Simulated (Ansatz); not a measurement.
`C[SiH2][SiH](O)O` + `O[SiH2]F` → `C[SiH2]O[SiH2]F` + `O[SiH2]O`  (cleavage of the Si–Si bond)

Calculated with Ansatz (gas phase, PBE0-D4/def2-TZVP geometries, no zero-point term in ΔE). CBS: MP2 limit from def2 TZ/QZ plus the TZ coupled-cluster correction, frozen cores. Functionals use def2-TZVPP. B3LYP here is the variant with VWN-RPA as its local correlation; programs differ in this. One conformer a species, not always the lowest.

`C[SiH2][SiH](O)O`:

Z-matrix (Å, degrees):
```
C
Si 1 1.877
H 1 1.092 2 110.9
H 1 1.092 2 110.2 3 119.6
H 1 1.092 2 111.0 3 -120.3
Si 2 2.337 1 111.1 3 -61.2
H 2 1.490 1 110.4 3 178.0
H 2 1.492 1 110.4 3 59.2
O 6 1.650 2 108.7 1 -170.5
O 6 1.649 2 105.1 1 -49.2
H 6 1.498 2 114.7 1 69.8
H 9 0.958 6 117.8 2 -147.4
H 10 0.958 6 118.6 2 170.9
```

`O[SiH2]F`:

```xyz
6

O    -0.463   -0.280    1.152
Si   -0.048    0.119   -0.372
F     0.654   -1.108   -1.113
H     0.225   -0.385    1.810
H    -1.305    0.426   -1.078
H     0.936    1.227   -0.399
```

`C[SiH2]O[SiH2]F`:

Cartesian coordinates in Å:
```
C -1.306 0.571 -1.309
Si -1.026 -0.560 0.137
O 0.286 -0.066 1.003
Si 1.896 -0.006 1.092
F 2.477 0.693 -0.221
H -1.481 1.596 -0.974
H -0.441 0.571 -1.975
H -2.179 0.246 -1.883
H -0.794 -1.956 -0.327
H -2.185 -0.545 1.064
H 2.281 0.826 2.250
H 2.472 -1.369 1.142
```

`O[SiH2]O`:

Cartesian coordinates in Å:
```
O -0.099 -0.325 1.410
Si 0.124 0.413 -0.040
O -0.169 -0.566 -1.325
H -0.989 -0.594 1.642
H -0.822 1.537 -0.227
H 1.539 0.849 -0.002
H 0.415 -1.313 -1.459
```

| level | ΔE (kJ/mol) | difference from CCSD(T)/CBS |
| --- | --- | --- |
| PBE-D4 | -101.2 | 28.2 |
| r2SCAN-D4 | -123.5 | 5.9 |
| PBE0-D4 | -111.2 | 18.2 |
| B3LYP-D4 | -127.9 | 1.5 |
| ωB97X-V | -125.6 | 3.8 |
| ωB97M-V | -131.2 | -1.8 |
| B2PLYP | -133.8 | -4.4 |
| PBE | -102.0 | 27.4 |
| r2SCAN | -123.7 | 5.7 |
| PBE0 | -112.0 | 17.4 |
| B3LYP | -129.3 | 0.1 |
| HF/def2-TZVPP | -157.8 | -28.4 |
| MP2/def2-TZVPP | -136.5 | -7.1 |
| SCS-MP2/def2-TZVPP | -141.0 | -11.6 |
| CCSD/def2-TZVPP | -133.8 | -4.4 |
| CCSD(T)/def2-TZVPP | -129.8 | -0.4 |
| HF/def2-QZVPP | -160.5 | -31.1 |
| MP2/def2-QZVPP | -137.3 | -7.9 |
| SCS-MP2/def2-QZVPP | -141.6 | -12.2 |
| HF/CBS(def2) | -160.8 | -31.4 |
| MP2/CBS(def2) | -136.2 | -6.8 |
| CCSD/CBS(def2) | -133.4 | -4.0 |
| CCSD(T)/CBS | -129.4 | 0 |

Largest T1 diagnostic among the species: 0.012.

In def2-TZVPP, CCSD(T) changes the Hartree–Fock value by +28.0 kJ/mol (the triples alone add +4.0 kJ/mol) and MP2 by +21.2 kJ/mol. From PBE to PBE0 (25 % exact exchange), in def2-TZVPP and without D4, ΔE moves by −9.9 kJ/mol.
